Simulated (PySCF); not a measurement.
**Partial charges of `FC(F)c1cccc2c1C=C[SiH2]2`**

Species: C9H8F2Si.
Cartesian coordinates in Å at the PBE0-D3(BJ)/def2-SVP level; atoms count from 1:
```
atom  x, y, z in Å
F1    -2.1732   -1.6975   -1.4608
C2    -2.3812   -0.9820   -0.3287
F3    -2.4020   -1.8723    0.6934
C4    -1.3028    0.0418   -0.1334
C5    -1.6516    1.3930   -0.0704
C6    -0.6832    2.3778    0.1055
C7     0.6609    2.0152    0.2221
C8     1.0302    0.6749    0.1631
C9     0.0467   -0.3251   -0.0161
C10    0.5647   -1.7089   -0.0610
C11    1.8976   -1.8776    0.0703
Si12   2.6937   -0.1986    0.2743
H13   -3.3793   -0.5153   -0.3969
H14   -2.7036    1.6779   -0.1624
H15   -0.9762    3.4288    0.1518
H16    1.4175    2.7926    0.3603
H17   -0.1333   -2.5389   -0.1955
H18    2.3511   -2.8706    0.0495
H19    3.6352    0.1786   -0.8240
H20    3.3933    0.0069    1.5792
```

Density: PBE0/pcSseg-1 (PySCF); schemes: Mulliken, IAO, Hirshfeld and ESP-fitted. The structure is a single PBE0-D3(BJ)/def2-SVP conformer in the gas phase; no vibrational or solvent corrections.

Problem. Give the atomic charges in each scheme.

Solution. In e:

| atom | environment | Mulliken | IAO | Hirshfeld | ESP-fitted |
| --- | --- | --- | --- | --- | --- |
| F1 | fluorine of a CF2 group | -0.304 | -0.302 | -0.102 | -0.215 |
| C2 | CHF2 carbon | +0.602 | +0.439 | +0.147 | +0.316 |
| F3 | fluorine of a CF2 group | -0.304 | -0.302 | -0.102 | -0.216 |
| C4 | substituted aromatic carbon | -0.243 | -0.052 | -0.030 | -0.193 |
| C5 | aromatic CH carbon | -0.064 | -0.139 | -0.043 | -0.121 |
| C6 | aromatic CH carbon | -0.061 | -0.151 | -0.047 | -0.184 |
| C7 | aromatic CH carbon | -0.040 | -0.123 | -0.038 | -0.144 |
| C8 | substituted aromatic carbon | -0.325 | -0.272 | -0.092 | -0.217 |
| C9 | substituted aromatic carbon | -0.096 | +0.014 | 0.000 | +0.363 |
| C10 | alkene CH carbon | -0.017 | -0.122 | -0.039 | -0.291 |
| C11 | alkene CH carbon | -0.354 | -0.433 | -0.140 | -0.346 |
| Si12 | SiH2 silicon | +0.747 | +0.743 | +0.329 | +0.462 |
| H13 | methine hydrogen | +0.105 | +0.141 | +0.050 | +0.110 |
| H14 | aromatic hydrogen | +0.090 | +0.149 | +0.052 | +0.141 |
| H15 | aromatic hydrogen | +0.099 | +0.155 | +0.054 | +0.159 |
| H16 | aromatic hydrogen | +0.092 | +0.151 | +0.053 | +0.162 |
| H17 | vinylic hydrogen | +0.107 | +0.163 | +0.042 | +0.217 |
| H18 | vinylic hydrogen | +0.117 | +0.162 | +0.050 | +0.184 |
| H19 | Si–H hydrogen | -0.075 | -0.110 | -0.072 | -0.092 |
| H20 | Si–H hydrogen | -0.075 | -0.110 | -0.072 | -0.092 |

Mean size of the charges over all atoms: IAO 0.212 e, ESP-fitted 0.211 e, Mulliken 0.196 e, Hirshfeld 0.078 e. Each set sums to the total charge, 0, to within 0.001 e. The Hirshfeld scheme divides the density at each point in proportion to the densities of the neutral, spherically averaged free atoms. The IAO scheme counts the electrons in orthogonalised intrinsic atomic orbitals, a minimal basis polarised so that it spans the occupied orbitals exactly.

Lowest charge. All schemes agree: Mulliken C11 (-0.354); IAO C11 (-0.433); Hirshfeld C11 (-0.140); ESP-fitted C11 (-0.346).

Highest charge. All schemes agree: Mulliken Si12 (+0.747); IAO Si12 (+0.743); Hirshfeld Si12 (+0.329); ESP-fitted Si12 (+0.462).

Problem. Sum the charges by element, for elements with more than one atom.

Solution. 
```tsv
element	atoms	Mulliken	IAO	Hirshfeld	ESP-fitted
F	2	-0.608	-0.604	-0.204	-0.431
C	9	-0.597	-0.840	-0.283	-0.818
H	8	+0.459	+0.701	+0.158	+0.787
```

Problem. How many electrons does the IAO scheme count on F3?

Solution. Z − q = 9 − (-0.302) = 9.302.
